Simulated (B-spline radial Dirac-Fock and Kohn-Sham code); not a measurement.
# Tc: computed levels beside tabulated edges

Level of theory: relaxed Dirac-Fock hole states (ΔSCF) with Breit and QED corrections and a finite nucleus; a radial atomic solver. Electron correlation is not included.

Two models are given for [Kr] 4d5 5s2. In the first the electron is removed to infinity. In the second it is placed in the 4d shell, so that the atom stays neutral; this mimics a hole screened by valence charge, or the onset of absorption below the ionisation limit. The tabulated edges (Elam, Ravel and Sieber, Radiat. Phys. Chem. 63, 121 (2002)) refer to the element in its standard state, with the Fermi level as zero for a metal.

```csv
level,ionised (eV),screened (eV),tabulated (eV)
K,21056.1,21044.5,21044.0
L1,3061.2,3049.3,3043.0
L2,2807.1,2795.3,2793.0
L3,2690.6,2678.8,2677.0
M1,560.0,548.2,544.0
M2,461.8,450.1,447.6
M3,441.8,430.1,417.7
M4,268.9,257.1,257.6
M5,265.2,253.5,253.9
N1,86.20,75.00,69.50
N2,55.01,44.24,42.30
N3,52.09,41.38,39.90
```

Problem. Which of the two models lies closer to the table on average?

Solution. The screened model lies closer: the mean absolute deviations are 14.7 eV (ionised) and 3.3 eV (screened). Screening lowers the levels by 11.6 eV on average.
